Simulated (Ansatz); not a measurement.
Input file for Ansatz (a program for electronic structure): R-r2SCAN/def2-TZVPP on H2S2Si (SMILES S[Si]S), a point of a torsion scan.

Ansatz 0.2 input:
```yaml
crystal:
  periodic: [false, false, false]
  atoms:
    - {symbol: S, position_ang: [1.77317238, -0.83883536, -0.53302228]}
    - {symbol: Si, position_ang: [-0.03163999, 0.42957771, -0.40217322]}
    - {symbol: S, position_ang: [-1.04609581, -0.05879565, -2.27059854]}
    - {symbol: H, position_ang: [2.22671489, -0.29116646, -1.65408891]}
    - {symbol: H, position_ang: [-0.28751356, -1.06891108, -2.67969099]}
basis:
  gaussian:
    orbitals: def2-TZVPP
hamiltonian:
  xc: {name: r2SCAN}
scf: {lower_state_search: off}
```

Output:

```
WARN ansatz: RAYON_NUM_THREADS=1 ignored (pool sized by the plan → 1); use --threads N
Functional definition: r2SCAN
these checks for a lower state are left out or cut short: stability, starts, cluster_reference, orbital_swaps, neighbouring_geometries, increment
integrals: 0.08 GiB planned
974 factors; their error is unknown
mean field: 0.50 GiB planned
mean field evaluation 1: about -29578.8009 eV, gradient 2.2e1 eV
mean field evaluation 2: about -29577.1057 eV, gradient 3.3e1 eV
mean field evaluation 4: about -29580.1447 eV, gradient 2.1e0 eV
mean field evaluation 8: about -29580.1267 eV, gradient 1.4e-1 eV
mean field evaluation 16: about -29580.1268 eV, gradient 2.6e-5 eV
mean field -29580.12676786 eV, -1087.0496085889 hartree, gradient 4.1e-6 eV, S^2 0.000000; 0 other end points of the search recorded, 0 dependent functions left out
reference -29580.12677695 eV, -1087.0496089229 hartree; 24, 24 occupied and 130, 130 virtual orbitals, 974 factors
Total energy: -29580.12677695 eV, -1087.0496089229 hartree
Checks for a lower state left out: stability, starts, cluster_reference, orbital_swaps, neighbouring_geometries, increment
```

Self-consistency was reached.

Cost: roughly 2.1 core-seconds.
